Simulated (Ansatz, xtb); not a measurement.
Molecule: sum formula SiHCl2, net charge -1, singlet state. It need not be the lowest isomer of its formula. Whether it binds its extra electron was not tested at this geometry. SMILES: Cl[SiH-]Cl
Geometry from a B3LYP-D3(BJ)/def2-TZVP (Ansatz, a first-principles code) optimisation:
```xyz
4

Si    -0.0476    -0.9590     0.2798
Cl     1.7390     0.3659    -0.0356
Cl    -1.6980     0.5100    -0.1261
H     -0.0305    -1.4636    -1.1697
```
Charge -1, spin multiplicity 1.

Harmonic wavenumbers from GFN2-xTB (xtb, at its own minimum), cm⁻¹: 106, 255, 294, 665, 707, 2016.

Problem. Give the harmonic wavenumbers at B3LYP-D3(BJ)/def2-TZVP (Ansatz, finite differences of forces, unscaled).

Solution. 145, 351, 380, 740, 744, 1917 cm⁻¹. Zero-point energy 6.1 kcal/mol.

Problem. From these and the geometry, give the ideal-gas thermochemistry at 298.15 K and 1 atm (rigid rotor, harmonic oscillator).

Solution. Point group Cs, rotational symmetry number 1. Rotational constants 11.07, 2.382, 1.995 GHz. S(trans) 39.72, S(rot) 26.22, S(vib) 5.46, S(elec, spin only) 0.00, S 71.4 cal/(mol K). H(298) - H(0) 3.33 kcal/mol; G - E(el) -11.8 kcal/mol.
